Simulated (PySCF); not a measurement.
Compound: C3H6O2S2Si.
Structure used (PBE0-D3(BJ)/def2-SVP), in Å, numbered top down from 1:
```
atom  x, y, z in Å
O1     3.324   -0.520   -0.194
C2     3.029   -0.187    0.919
O3     1.873    0.385    1.248
Si4    0.750    0.718   -0.012
S5    -0.120   -0.993   -0.922
C6    -1.623   -0.967    0.129
C7    -2.170    0.436    0.276
S8    -0.925    1.583    0.984
H9     3.681   -0.319    1.808
H10    1.447    1.596   -0.979
H11   -1.388   -1.406    1.111
H12   -2.354   -1.618   -0.376
H13   -2.510    0.829   -0.693
H14   -3.020    0.449    0.976
```

The calculation used core-valence-separated Tamm–Dancoff BHandHLYP/aug-pcX-1 (pcseg-1 on H, def2-SVPD on Si, def2-SVPD on S) in PySCF, non-relativistic, gas phase, PBE0-D3(BJ)/def2-SVP geometry. BHandHLYP without relativity tends to put these K edges a few eV too low, so spacings mean more than positions.

Q: Give energies, oscillator strengths and core holes at the O K edge.

A: 
| E (eV) | f | core hole on | main final orbital | polarisation |
| --- | --- | --- | --- | --- |
| 529.33 | 0.0463 | O1 | LUMO+1 (51 %) | normal to the local trigonal plane |
| 532.49 | 0.0205 | O3 | LUMO+1 (48 %) | – |
| 533.90 | 0.0035 | O1 | LUMO+4 (42 %) | in the local trigonal plane |
| 533.96 | 0.0185 | O3 | spread | – |
| 534.29 | 0.0009 | O1 | LUMO (32 %) | – |
| 534.46 | 0.0094 | O3 | LUMO (32 %) | – |
| 534.50 | 0.0005 | O1 | LUMO+2 (39 %) | – |
| 534.71 | 0.0049 | O1 | LUMO+10 (30 %) | in the local trigonal plane |
| 534.77 | 0.0031 | O1 | LUMO+9 (31 %) | in the local trigonal plane |
| 534.92 | 0.0029 | O3 | LUMO (36 %) | – |

The first line with a tenth or more of the strongest one's intensity is at 529.33 eV (f = 0.046), with the hole on O1 (carbonyl oxygen), polarised normal to the local trigonal plane: a 1s→π* resonance. It is also the strongest listed.

Q: What does the C 1s absorption edge look like?

A: 
```
E (eV)       f  core hole on          main final orbital                        polarisation
284.92  0.0865            C2               LUMO+1 (47 %)  normal to the local trigonal plane
285.09  0.0501            C7                      spread                                   –
285.21  0.0538            C6                      spread                                   –
286.68  0.0465         C6/C7    LUMO (2 roots, f summed)                                   –
287.27  0.0662       C6 + C7  spread (2 roots, f summed)                                   –
287.66  0.0003            C6               LUMO+1 (46 %)                                   –
287.76  0.0014            C7               LUMO+3 (37 %)                                   –
288.03  0.0039            C6               LUMO+3 (52 %)                                   –
288.07  0.0021            C7                      spread                                   –
288.25  0.0043            C6               LUMO+6 (39 %)                                   –
288.34  0.0051            C7                      spread                                   –
288.52  0.0001            C7                      spread                                   –
288.60  0.0002            C6                      spread                                   –
```

The first line with a tenth or more of the strongest one's intensity is at 284.92 eV (f = 0.086), with the hole on C2 (carbonyl carbon), polarised normal to the local trigonal plane: a 1s→π* resonance. It is also the strongest listed.

Roots within 0.03 eV whose holes lie on the same, on equivalent or on shared atoms are summed into one line, and the highest roots are left out, as the search may have cut off their partners. Final orbitals are the ground state's empty Kohn–Sham orbitals. A dash: too weak, shared between unlike atoms, or no plane or axis to refer to.

Q: What are the wavelength and the wavenumber of the 529.33 eV line?

A: λ = 12398.42 eV Å/529.33 eV = 23.423 Å; 4.2693 × 10⁶ cm⁻¹.

The list ends where the root search ended, not at a threshold.

Rough CPU time on one thread of a shared machine: about 50 s.

One conformer stands for the species.
